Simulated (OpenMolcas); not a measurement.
Pd2+.

```json
{
  "Program": "OpenMolcas 26.06",
  "Basis": "ANO-RCC-VQZP [8s7p5d3f2g1h]",
  "Scalar Hamiltonian": "DKH2, point nucleus",
  "Active space": "8 electrons in 5 orbitals (4d)",
  "State averaging": "2S+1 = 3 even, 10 roots; 2S+1 = 1 even, 15 roots",
  "Spin-orbit coupling": "state interaction with AMFI integrals over the reference wave functions, term energies averaged over their components"
}
```

Two sets of levels on these reference wave functions, in cm⁻¹ above 4d⁸ ³F₄: one from CASSCF and one from SS-CASPT2, IPEA 0.25 Eh, imaginary shift 0.1 Eh (closed shells correlated: 4s 4p).

```
  Level  Set 1  Set 2
4d⁸ ³F₄    0.0    0.0
4d⁸ ³F₃   3140   3160
4d⁸ ³F₂   4820   4530
4d⁸ ³P₁  17410  13820
4d⁸ ³P₀  17740  14070
4d⁸ ¹G₄  21490  17940
4d⁸ ¹S₀  50240  41460
```

Which set is which?

Set 2 is SS-CASPT2. Its levels of the other terms of 4d⁸ lie at 0.79 to 0.83 of the other set's values, as expected, since terms of lower spin or lower L gain more correlation energy than the Hund ground term. Against 5 measured levels (Moore, Atomic Energy Levels, vol. III, NSRDS-NBS 35 (1971 reprint of NBS Circular 467, 1958)) the mean absolute deviation is 200 cm-1 with it and 2400 cm-1 without; single levels miss by up to 370 cm-1 with it.

CASPT2 does not keep the components of a term degenerate, so their means are used; among the terms shown or strongly mixed into the levels shown the widest spread is 690 cm-1 (4d⁸ ¹G, SS-CASPT2). Levels of configurations with an s electron are missing; early in the row they begin among the upper levels of the d shell and mix with terms of their name. Without dynamic correlation excited terms often stand tens of per cent too high (terms of higher spin than the ground term too low), and those without a measured partner can miss by more than the paired ones (holds for CASSCF). Measured partners are found by configuration, term and J. A level has none where our copy of the source lacks it or the pairing is in doubt (some pairs that miss far off the trend of their configuration count as doubtful), and it then counts in no deviation. Only configurations of the active space appear. Levels that lie high or do not pair safely by name in every column are left out.
